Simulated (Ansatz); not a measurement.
The cluster As6⁺, relaxed as a doublet with UKS PBE-D4/def2-SVP in Ansatz, starting from the GFN2-xTB geometry. Force threshold 0.02 eV/Å.

The structure comes from a short search, and lower isomers may exist.

Start:

```xyz
6

As    0.772   -0.942   -2.138
As   -0.424    1.400    1.224
As   -0.977    0.446   -1.327
As    0.671   -0.672    1.735
As   -1.662   -0.625    0.872
As    1.619    0.393   -0.365
```

```tsv
step	energy (eV)	largest force component (eV/Å)	SCF passes
1	-364945.5669	0.960	22
2	-364945.6529	0.169	27
3	-364945.6629	0.048	22
4	-364945.6634	0.022	22
5	-364945.6647	0.038	22
6	-364945.6650	0.027	21
7	-364945.6653	0.004	21
```

Force components are those of the run's own axes.

End:

```xyz
6

As    0.753   -0.920   -2.086
As   -0.394    1.446    1.144
As   -1.078    0.453   -1.321
As    0.689   -0.711    1.714
As   -1.663   -0.664    0.844
As    1.693    0.397   -0.296
```

By distances, no bond broke or formed. The bond that changes most is As3–As6, from 2.77 to 2.95 Å (atoms count from 1).

No frequencies were taken in this run, so the end may be a saddle point.

Run time 32 s (4 threads of Arm Neoverse V2 on a shared host).
